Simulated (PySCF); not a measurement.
**Gallium: a sound run and one with changed settings**

Sound run: Ga [Ar] 3d10 4s2 4p1, Ga⁺ [Ar] 3d10 4s2. Computed with PySCF 2.14 in x2c-TZVPall (6s5p4d1f, 48 functions), with scalar relativity by spin-free X2C-1e. The sound run starts from symmetry-adapted Hartree-Fock orbitals and uses a fine grid where one is needed.

Changed run: radial step 0.3 in ln r (0.13 in the sound run). This setting is unsound on purpose.

```json
{"species": "Ga", "method": "UHF", "sound run (hartree)": "-1942.16906", "changed run (hartree)": "-1942.16906", "converged": "yes"}
{"species": "Ga", "method": "TPSS", "sound run (hartree)": "-1943.80583", "changed run (hartree)": "-1943.80163", "converged": "yes"}
{"species": "Ga", "method": "LDA", "sound run (hartree)": "-1940.67388", "changed run (hartree)": "-1940.67350", "converged": "yes"}
{"species": "Ga⁺", "method": "UHF", "sound run (hartree)": "-1941.96637", "changed run (hartree)": "-1941.96637", "converged": "yes"}
{"species": "Ga⁺", "method": "TPSS", "sound run (hartree)": "-1943.58768", "changed run (hartree)": "-1943.58325", "converged": "yes"}
{"species": "Ga⁺", "method": "LDA", "sound run (hartree)": "-1940.45272", "changed run (hartree)": "-1940.45233", "converged": "yes"}
```

Ionisation energy of Ga:

```json
{"method": "UHF", "sound run (eV)": "5.516", "changed run (eV)": "5.516"}
{"method": "TPSS", "sound run (eV)": "5.936", "changed run (eV)": "5.942"}
{"method": "LDA", "sound run (eV)": "6.018", "changed run (eV)": "6.018"}
```

A coarse radial grid mis-integrates the density and the exchange-correlation energy, with errors of either sign; Hartree-Fock needs no grid.

For comparison, NIST gives 5.999 eV between the lowest levels.
